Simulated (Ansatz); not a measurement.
Ge14SbH24⁺, a doped nanocrystal (Sb at the centre, charge +1). Total charge 1; singlet. Geometry PBE-D4/def2-SVP; atoms count from 1.

```xyz
39

Ge   -0.8661   -2.8789    3.2409
Ge    1.4385   -3.1253    2.4245
Ge    1.4917   -4.3705    0.3169
Ge    1.8303    2.7139   -0.3519
Ge    2.4424   -0.9299    2.0035
Ge   -1.9849    3.8006   -1.0785
Ge    0.2950    3.6978   -1.9889
Ge   -1.5711    0.5419    1.2465
Ge   -2.0694    2.9410    1.2070
Ge   -1.4904   -0.5261    3.4509
Ge    0.3748    2.3025   -3.9990
Ge    0.7479   -1.1413   -1.9577
Ge   -0.6713    0.1539   -3.4792
Ge   -0.0904   -3.3255   -1.2279
Sb    0.8863    0.3125    0.2540
H    -1.0029   -3.5904    4.6128
H    -1.8196   -3.5510    2.2148
H     2.3344   -3.7947    3.5063
H     2.9146   -4.3266   -0.3035
H     1.0742   -5.8413    0.5846
H     3.2522    2.4081   -0.8960
H     1.9280    3.4442    1.0147
H     3.8185   -0.9723    1.2852
H     2.5038    0.0362    3.2172
H    -2.4843    5.2689   -1.1115
H    -2.9055    2.9230   -1.9702
H     0.8394    5.1291   -2.2651
H    -2.4057   -0.2685    0.2107
H    -3.4628    3.1427    1.8595
H    -0.9841    3.6127    2.0916
H    -2.8827   -0.3442    4.1115
H    -0.4266    0.2598    4.2646
H     1.8459    2.0619   -4.4342
H    -0.4077    3.0074   -5.1390
H     2.2366   -1.1880   -2.4137
H    -0.9179   -0.7172   -4.7415
H    -2.0204    0.3629   -2.7339
H    -0.3407   -4.1784   -2.5018
H    -1.4501   -3.0509   -0.5245
```

In the def2 sets Sb takes a core potential; there is no spin–orbit coupling. Single mean-field runs in def2-TZVP are fitted with def2-universal-jkfit.

(1) Estimate the Mulliken populations of the heavy atoms from the PBE0/def2-TZVP orbitals of Ansatz.

(2) And the Mayer bond orders between heavy atoms (over 0.3)?

Answers

(1) 
| atom | charge (e) |
| --- | --- |
| Ge1 | -0.03 |
| Ge2 | -0.14 |
| Ge3 | 0.00 |
| Ge4 | -0.04 |
| Ge5 | -0.04 |
| Ge6 | -0.03 |
| Ge7 | -0.14 |
| Ge8 | -0.16 |
| Ge9 | -0.03 |
| Ge10 | -0.03 |
| Ge11 | 0.00 |
| Ge12 | -0.13 |
| Ge13 | -0.05 |
| Ge14 | -0.05 |
| Sb15 | 0.20 |
Mulliken values depend strongly on the basis.

(2) Ge1–Ge2 0.84 (2.46 Å); Ge1–Ge10 0.85 (2.44 Å); Ge2–Ge3 0.85 (2.45 Å); Ge2–Ge5 0.85 (2.45 Å); Ge3–Ge14 0.85 (2.45 Å); Ge4–Ge7 0.85 (2.45 Å); Ge4–Sb15 0.81 (2.65 Å); Ge5–Sb15 0.81 (2.65 Å); Ge6–Ge7 0.84 (2.46 Å); Ge6–Ge9 0.85 (2.44 Å); Ge7–Ge11 0.85 (2.45 Å); Ge8–Ge9 0.84 (2.45 Å); Ge8–Ge10 0.84 (2.45 Å); Ge8–Sb15 0.77 (2.66 Å); Ge11–Ge13 0.85 (2.45 Å); Ge12–Ge13 0.84 (2.45 Å); Ge12–Ge14 0.84 (2.45 Å); Ge12–Sb15 0.81 (2.65 Å).
